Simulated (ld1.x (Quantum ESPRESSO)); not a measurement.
**Pseudopotential generation for Ru (Z = 44): RRKJ, PBEsol, scalar-relativistic.**

* Element: Ru (Z = 44)
* Generator: ld1.x (Quantum ESPRESSO) 7.5
* Type: norm-conserving RRKJ (Kleinman–Bylander form)
* Functional: PBEsol
* Relativity: scalar-relativistic
* Frozen core: [Kr]
* Valence charge: 8
* Reference configuration: 4d6 5s0 5p0 (charge +2)
* Partial waves: 5p (bound, empty): rc 2.55 bohr; 4d (bound): rc 1.30 bohr; 5s (bound, empty): rc 2.20 bohr
* Local potential: the s channel
* Core correction: none

* Cutoffs needed: 80 Ry and 110 Ry (the cutoffs (Ry, on a coarse ladder) from which the occupation-weighted sum of valence levels, in a spherical-Bessel basis at the reference potential, stays within 10 and 1 mRy of its value at 400 Ry)
* Ghost test: no extra level below or beside the all-electron valence levels (p, d, s, f tested) (spherical-Bessel basis up to 400 Ry, 20 bohr box)
* Largest excitation error: -153 meV (all-electron minus pseudo) for 4d5 5s0 5p0, out of 7 test configurations
